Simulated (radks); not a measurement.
Species: Ce34+. Configuration: [Ar] 3d6.

Calculated with a radial shooting solver on a logarithmic mesh with Libxc functionals: scalar-relativistic Kohn-Sham, LB94 model potential, spin-polarised, spherical densities, finite nucleus; open shells are filled with parallel spins first (spin-orbit coupling, left out, can overturn this in heavy ions); Fermi nuclear charge, rms radius 4.8771 fm.

Energy parts (eV):
part                  energy
kinetic            234552.41
electron-nucleus  -494087.16
Hartree             43845.29
(The LB94 potential has no energy functional, so no total or exchange-correlation energy is given.)

Orbitals (lengths in bohr, moments of r in powers of bohr; r(max) is where P^2 peaks):
orbital  occ.  eigenvalue (eV)      <r>   r(max)      <r^4>
1s up       1        -42004.47  0.02454  0.01573  1.762e-06
1s down     1        -42004.91  0.02454  0.01573  1.763e-06
2s up       1        -8022.808   0.1046  0.08882  0.0002834
2s down     1        -8021.994   0.1045  0.08880  0.0002820
2p up       3        -7358.721  0.09167  0.07142  0.0002060
2p down     3        -7358.833  0.09159  0.07141  0.0002049
3s up       1        -2771.017   0.2670   0.2481   0.009752
3s down     1        -2755.496   0.2675   0.2483   0.009833
3p up       3        -2560.572   0.2622   0.2412   0.009679
3p down     3        -2544.882   0.2627   0.2414   0.009773
3d up       5        -2285.005   0.2349   0.1945   0.007061
3d down     1        -2269.746   0.2351   0.1941   0.007119

The highest occupied level is 3d down at -2269.7 eV. The electron density at the nucleus is 3.967e+05 e/bohr^3 (large components only). The spin density at the nucleus is 0.71 e/bohr^3 (1s 3.58, 2s -34.44, 3s 31.57). The density falls to 0.001 e/bohr^3 at r = 0.82 bohr. For comparison, the ionisation energy in NIST's Atomic Spectra Database is 2280 eV (theoretical). In exact Kohn-Sham theory the highest level is minus the ionisation energy, but local and semilocal functionals leave it too shallow, through self-interaction and a potential that decays too fast; potentials with the right tail come closer.
